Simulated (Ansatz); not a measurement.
The same molecule with X = C, Si, Ge. Ansatz, PBE0-D4/def2-TZVP geometries, multiplicity 1.

Scalar relativity is left out up to krypton.

```
 X                molecule  mean X–Al bond length / Å  mean X–H bond length / Å  HOMO–LUMO gap (B3LYP/def2-TZVPP) / eV  HOMO energy (ωB97M-V/def2-TZVPP) / eV  LUMO energy (B3LYP/def2-TZVPP) / eV
 C   `[CH3][Al]([Cl])[Cl]`                      1.928                     1.093                                   7.54                                 -11.07                                -1.08
Si  `[SiH3][Al]([Cl])[Cl]`                      2.433                     1.488                                   6.09                                 -10.29                                -2.01
```

Problem. Give the row for X = Ge, `[Cl][Al]([Cl])[GeH3]`. (Estimate.)

Solution. Ansatz gave: 
```
 X                molecule  mean X–Al bond length / Å  mean X–H bond length / Å  HOMO–LUMO gap (B3LYP/def2-TZVPP) / eV  HOMO energy (ωB97M-V/def2-TZVPP) / eV  LUMO energy (B3LYP/def2-TZVPP) / eV
Ge  `[Cl][Al]([Cl])[GeH3]`                      2.455                     1.537                                   6.13                                 -10.26                                -1.93
```

From C to Ge the mean X–Al bond length rises at each step, by 0.527 Å in all; the mean X–H bond length rises at each step, by 0.444 Å in all; the HOMO–LUMO gap (B3LYP/def2-TZVPP) isn't monotonic: highest at C, lowest at Si; the HOMO energy (ωB97M-V/def2-TZVPP) rises at each step, by 0.81 eV in all; the LUMO energy (B3LYP/def2-TZVPP) isn't monotonic: highest at C, lowest at Si. Bonds lengthen as the atom grows down the group.

B3LYP here is the variant with VWN-RPA as its local correlation; programs differ in this.
